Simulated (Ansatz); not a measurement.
Born–Oppenheimer molecular dynamics of C$_{2}$H$_{6}$OSi (10 atoms, charge 0, multiplicity 1). It goes on from the last frame of an earlier run, with new velocities.

Theory: RKS B3LYP-D4/6-31G in Ansatz 0.2.0.

```json
{
  "ensemble": "NVT, Nosé–Hoover chain",
  "time step": "0.25 fs",
  "steps asked": "400",
  "set temperature": "400 K",
  "thermostat": "time constant 100 fs, chain length 3 (defaults)",
  "seed": "334360"
}
```

Frames 0.25 fs apart, positions in Å, forces in eV/Å.

Velocities at 82.5 fs (Å/ps):

```
O 1.41 -4.83 2.82
Si 3.35 1.50 -0.25
C -5.25 3.28 -1.85
C 1.41 -0.24 -0.99
H 9.72 15.69 2.17
H 0.99 -23.17 12.47
H -6.06 -7.43 -24.97
H -27.66 24.48 5.61
H -2.79 -8.24 -1.14
H -44.03 -2.71 1.85
```

```xyz
10
Properties=species:S:1:pos:R:3:forces:R:3 time_fs=82.5 energy_less_start_eV=0.014 T=334
O -1.320 1.111 -1.426 0.24 0.88 -0.28
Si -1.017 0.198 -0.016 -1.05 -1.38 -0.21
C 0.595 -0.831 0.338 -3.51 0.50 1.10
C 0.133 0.280 1.444 1.57 0.88 -2.40
H -0.858 1.858 -1.847 0.03 -0.28 0.23
H -2.439 -0.265 0.266 0.59 -0.19 -0.09
H 1.388 -0.830 -0.344 1.62 0.61 -0.46
H 0.291 -1.825 0.617 0.25 -0.55 0.28
H -0.190 -0.062 2.389 -0.07 -0.25 1.06
H 0.729 1.193 1.383 0.34 -0.22 0.76
10
Properties=species:S:1:pos:R:3:forces:R:3 time_fs=82.8 energy_less_start_eV=0.019 T=329
O -1.319 1.110 -1.425 0.34 1.08 -0.42
Si -1.016 0.198 -0.016 -1.12 -1.43 -0.17
C 0.593 -0.831 0.338 -3.33 0.60 0.96
C 0.133 0.280 1.444 1.41 0.71 -2.32
H -0.856 1.861 -1.846 -0.08 -0.45 0.33
H -2.439 -0.271 0.269 0.62 -0.17 -0.11
H 1.387 -0.831 -0.350 1.48 0.59 -0.33
H 0.284 -1.819 0.619 0.24 -0.66 0.29
H -0.190 -0.065 2.389 -0.05 -0.23 1.01
H 0.718 1.192 1.384 0.49 -0.04 0.75
10
Properties=species:S:1:pos:R:3:forces:R:3 time_fs=83.0 energy_less_start_eV=0.024 T=323
O -1.319 1.109 -1.425 0.43 1.26 -0.54
Si -1.015 0.198 -0.016 -1.19 -1.47 -0.13
C 0.592 -0.830 0.338 -3.13 0.68 0.80
C 0.134 0.280 1.443 1.24 0.52 -2.21
H -0.854 1.865 -1.845 -0.18 -0.61 0.42
H -2.438 -0.277 0.272 0.65 -0.14 -0.13
H 1.387 -0.833 -0.356 1.32 0.57 -0.18
H 0.278 -1.814 0.620 0.24 -0.75 0.30
H -0.191 -0.067 2.390 -0.03 -0.20 0.93
H 0.707 1.192 1.385 0.65 0.15 0.75
10
Properties=species:S:1:pos:R:3:forces:R:3 time_fs=83.2 energy_less_start_eV=0.030 T=317
O -1.319 1.108 -1.424 0.50 1.42 -0.65
Si -1.014 0.199 -0.016 -1.26 -1.51 -0.09
C 0.590 -0.829 0.337 -2.90 0.75 0.62
C 0.134 0.280 1.442 1.07 0.32 -2.08
H -0.851 1.868 -1.844 -0.27 -0.75 0.50
H -2.437 -0.283 0.275 0.67 -0.12 -0.15
H 1.387 -0.834 -0.363 1.14 0.55 -0.02
H 0.271 -1.809 0.622 0.24 -0.83 0.30
H -0.192 -0.069 2.391 0.00 -0.17 0.83
H 0.697 1.191 1.387 0.80 0.34 0.74
10
Properties=species:S:1:pos:R:3:forces:R:3 time_fs=83.5 energy_less_start_eV=0.036 T=311
O -1.318 1.107 -1.423 0.56 1.56 -0.74
Si -1.014 0.199 -0.016 -1.32 -1.54 -0.06
C 0.588 -0.828 0.337 -2.66 0.80 0.44
C 0.135 0.280 1.442 0.89 0.12 -1.92
H -0.849 1.871 -1.843 -0.34 -0.86 0.56
H -2.435 -0.289 0.278 0.69 -0.10 -0.17
H 1.389 -0.834 -0.370 0.94 0.53 0.16
H 0.265 -1.804 0.624 0.25 -0.89 0.30
H -0.193 -0.072 2.393 0.04 -0.13 0.70
H 0.687 1.191 1.389 0.95 0.52 0.72
10
Properties=species:S:1:pos:R:3:forces:R:3 time_fs=83.8 energy_less_start_eV=0.043 T=304
O -1.318 1.105 -1.423 0.61 1.66 -0.82
Si -1.013 0.199 -0.016 -1.38 -1.58 -0.04
C 0.586 -0.827 0.337 -2.41 0.84 0.25
C 0.135 0.280 1.441 0.72 -0.08 -1.74
H -0.847 1.873 -1.841 -0.40 -0.95 0.60
H -2.433 -0.295 0.281 0.71 -0.08 -0.18
H 1.390 -0.835 -0.377 0.74 0.50 0.35
H 0.259 -1.800 0.626 0.26 -0.93 0.30
H -0.193 -0.074 2.395 0.08 -0.08 0.57
H 0.678 1.190 1.391 1.08 0.69 0.71
10
Properties=species:S:1:pos:R:3:forces:R:3 time_fs=84.0 energy_less_start_eV=0.050 T=297
O -1.317 1.105 -1.422 0.64 1.75 -0.87
Si -1.012 0.199 -0.017 -1.44 -1.60 -0.01
C 0.584 -0.826 0.336 -2.17 0.85 0.07
C 0.136 0.280 1.440 0.56 -0.26 -1.55
H -0.846 1.875 -1.839 -0.44 -1.01 0.63
H -2.431 -0.301 0.283 0.71 -0.06 -0.20
H 1.393 -0.835 -0.383 0.53 0.48 0.53
H 0.252 -1.797 0.629 0.28 -0.96 0.29
H -0.194 -0.077 2.397 0.12 -0.03 0.42
H 0.670 1.191 1.394 1.20 0.84 0.70
10
Properties=species:S:1:pos:R:3:forces:R:3 time_fs=84.2 energy_less_start_eV=0.056 T=291
O -1.317 1.104 -1.422 0.66 1.80 -0.91
Si -1.012 0.200 -0.017 -1.49 -1.62 0.00
C 0.582 -0.825 0.336 -1.94 0.85 -0.10
C 0.137 0.280 1.439 0.41 -0.42 -1.35
H -0.844 1.876 -1.837 -0.47 -1.05 0.64
H -2.428 -0.307 0.286 0.71 -0.05 -0.21
H 1.395 -0.834 -0.389 0.33 0.46 0.70
H 0.246 -1.794 0.631 0.31 -0.96 0.27
H -0.195 -0.079 2.400 0.16 0.02 0.27
H 0.662 1.191 1.397 1.30 0.97 0.68
10
Properties=species:S:1:pos:R:3:forces:R:3 time_fs=84.5 energy_less_start_eV=0.062 T=286
O -1.317 1.103 -1.421 0.67 1.82 -0.93
Si -1.011 0.200 -0.017 -1.53 -1.64 0.02
C 0.579 -0.824 0.336 -1.71 0.82 -0.26
C 0.137 0.280 1.438 0.28 -0.56 -1.15
H -0.843 1.876 -1.834 -0.48 -1.06 0.64
H -2.425 -0.314 0.288 0.71 -0.03 -0.22
H 1.398 -0.834 -0.395 0.14 0.44 0.87
H 0.241 -1.791 0.634 0.34 -0.94 0.25
H -0.195 -0.082 2.403 0.21 0.08 0.12
H 0.655 1.193 1.401 1.38 1.07 0.67
10
Properties=species:S:1:pos:R:3:forces:R:3 time_fs=84.8 energy_less_start_eV=0.065 T=282
O -1.316 1.102 -1.421 0.65 1.82 -0.93
Si -1.010 0.200 -0.017 -1.58 -1.65 0.03
C 0.577 -0.823 0.335 -1.50 0.78 -0.40
C 0.138 0.280 1.437 0.18 -0.65 -0.96
H -0.842 1.876 -1.830 -0.48 -1.04 0.62
H -2.421 -0.320 0.290 0.70 -0.02 -0.23
H 1.401 -0.833 -0.400 -0.03 0.41 1.03
H 0.235 -1.790 0.637 0.37 -0.91 0.22
H -0.196 -0.085 2.406 0.25 0.13 -0.03
H 0.649 1.195 1.405 1.44 1.13 0.65
10
Properties=species:S:1:pos:R:3:forces:R:3 time_fs=85.0 energy_less_start_eV=0.067 T=280
O -1.315 1.102 -1.420 0.63 1.79 -0.92
Si -1.010 0.200 -0.017 -1.61 -1.66 0.04
C 0.575 -0.821 0.335 -1.31 0.72 -0.52
C 0.139 0.280 1.436 0.10 -0.70 -0.76
H -0.842 1.875 -1.827 -0.45 -0.99 0.59
H -2.417 -0.326 0.292 0.69 -0.01 -0.24
H 1.404 -0.832 -0.404 -0.19 0.39 1.16
H 0.230 -1.788 0.640 0.41 -0.86 0.19
H -0.196 -0.087 2.409 0.29 0.18 -0.18
H 0.643 1.197 1.410 1.47 1.15 0.63
10
Properties=species:S:1:pos:R:3:forces:R:3 time_fs=85.2 energy_less_start_eV=0.066 T=281
O -1.315 1.101 -1.420 0.59 1.73 -0.88
Si -1.009 0.200 -0.017 -1.65 -1.66 0.04
C 0.572 -0.820 0.335 -1.14 0.64 -0.62
C 0.140 0.280 1.435 0.05 -0.71 -0.57
H -0.841 1.874 -1.823 -0.42 -0.92 0.54
H -2.412 -0.333 0.294 0.67 0.00 -0.25
H 1.407 -0.831 -0.408 -0.34 0.37 1.29
H 0.225 -1.788 0.643 0.45 -0.79 0.15
H -0.196 -0.089 2.412 0.32 0.22 -0.31
H 0.639 1.201 1.414 1.47 1.13 0.61
```

Of the whole run (100 fs, mean temperature of the second half 444 K): The conserved energy stayed within 0.03 meV per atom of its start (net change -0.01 meV per atom), so the integration is sound. The mean temperature of the second half is 11 % above the set value. A run of 0.1 ps of so small a system gives no equilibrium averages. Limits of this set-up: no polarisation functions.

Run time: 12 min on 1 thread of Arm Neoverse V1, with other jobs on the host, peak memory 0.097 GiB.
